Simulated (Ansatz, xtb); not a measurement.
## Relaxing a trial structure of FGeH2OSb

The starting geometry of this gas-phase triplet was built from a drawn formula by distance geometry and a force field; its bonds are those of `[O-][SbH2+][Ge][F]`.

| atom | x (Å) | y (Å) | z (Å) |
| --- | --- | --- | --- |
| F | 0.8264 | 3.0049 | 3.7395 |
| Ge | 1.3869 | 3.0561 | 2.0581 |
| O | 0.4627 | -0.1946 | 1.7742 |
| Sb | -0.0290 | 1.4058 | 0.6770 |
| H | 0.9727 | 0.9497 | -0.7455 |
| H | -1.6454 | 1.5270 | 1.2769 |

Where would you expect an optimisation with r2SCAN-D4/def2-SVP to take it?

It keeps its bonds, and is `[O-][SbH2+][Ge][F]`.

The energy falls by 1.20 eV over 15 steps:

```csv
step,E − E(last) (eV)
1,1.195
3,0.290
4,0.112
6,0.014
7,0.009
9,0.006
10,0.005
12,0.001
13,0.000
15,0.000
```

Final geometry (Å):

```csv
atom,x (Å),y (Å),z (Å)
F,0.5128,3.4024,3.5017
Ge,1.7458,3.2298,2.2360
O,0.3120,-0.7447,1.4479
Sb,0.2989,1.1798,1.0548
H,0.4708,1.1571,-0.6437
H,-1.3659,1.5245,1.1834
```

From the same start GFN2-xTB ends elsewhere, differing in Ge2–O3 (1.70 against 4.30 Å here), Ge2–Sb4 (3.62 against 2.77 Å here).

The end wasn't checked by frequencies. Open shells are spin-unrestricted. The triplet needn't be the ground state. Atoms past krypton carry core potentials, without spin–orbit terms. Run with Ansatz 0.2.0, 3.9 min on 1 thread of Intel(R) Xeon(R) Platinum 8259CL CPU @ 2.50GHz (Skylake/Cascade Lake), on a shared host.
